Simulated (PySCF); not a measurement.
# How ionic is MPb along the alkali metals?

r²SCAN in PySCF with def2-SVPD on every atom (core potentials on Rb, Cs, Pb), for the lowest determinant that a PBE0 search found; no spin–orbit coupling. A negative dipole means M(+)Pb(−).

```
 M  state (unpaired electrons)  Re (Å)   μ (D)
Li         quartet (σ ↑, π ↑↑)   2.645   -5.45
Na         quartet (σ ↑, π ↑↑)   2.966   -6.70
 K         quartet (σ ↑, π ↑↑)   3.335   -9.39
Rb         quartet (σ ↑, π ↑↑)   3.492  -10.13
Cs         quartet (σ ↑, π ↑↑)   3.642  -10.55
```

**Question.** Give the ionic character |μ|/(e·Re) of each, with 1 e·Å = 4.803 D, and the positive end.

**Answer.** LiPb 43 % (Li positive), NaPb 47 % (Na positive), KPb 59 % (K positive), RbPb 60 % (Rb positive), CsPb 60 % (Cs positive). Lone pairs and polarisation enter μ too, so this number is only a rough measure of charge transfer.

Spin–orbit coupling is left out, which matters for elements this heavy, above all for dissociation energies. States were picked by a PBE0 search and need not be the measured ground states.
